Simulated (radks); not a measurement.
Values are calculated unless marked as measured or tabulated.
Sc I, 21 electrons, occupied as [Ar] 3d1 4s1 4p1 (not the ground configuration). Code: a radial shooting solver on a logarithmic mesh with Libxc functionals. Model: non-relativistic Kohn-Sham, r2SCAN, spin-polarised, spherical densities, point nucleus; open shells are filled with parallel spins first; meta-GGA in the generalised Kohn-Sham scheme.

Unscreened Slater integrals over Kohn-Sham orbitals (eV). They are taken over the spin-up orbitals.

integral     value
F0(4p,4p)   5.3661
F2(4p,4p)   2.8289
F0(4p,3d)   6.7606
F2(4p,3d)   1.7694
G1(4p,3d)   1.1123
G3(4p,3d)  0.80692
F0(4p,4s)   5.9229
G1(4p,4s)   3.8063
F0(4p,3p)   7.0231
F2(4p,3p)   1.1300
G0(4p,3p)  0.27034
G2(4p,3p)  0.30752
F0(3d,3d)   14.155
F2(3d,3d)   6.2306
F4(3d,3d)   3.8201
F0(3d,4s)   8.2044
G2(3d,4s)   1.5826
F0(3d,3p)   16.873
F2(3d,3p)   7.5944
G1(3d,3p)   9.4110
G3(3d,3p)   5.5973
F0(4s,4s)   6.7458
F0(4s,3p)   8.6583
G1(4s,3p)  0.50469
F0(3p,3p)   21.031
F2(3p,3p)   10.577

Derived for the open shells (J is the average intra-shell exchange parameter used in DFT+U). 3d: Racah B = F2/49 - 5 F4/441 = 0.08384 eV, C = 35 F4/441 = 0.3032 eV, C/B = 3.62, F4/F2 = 0.613, J = (F2 + F4)/14 = 0.7179 eV. 4p: J = F2/5 = 0.5658 eV.
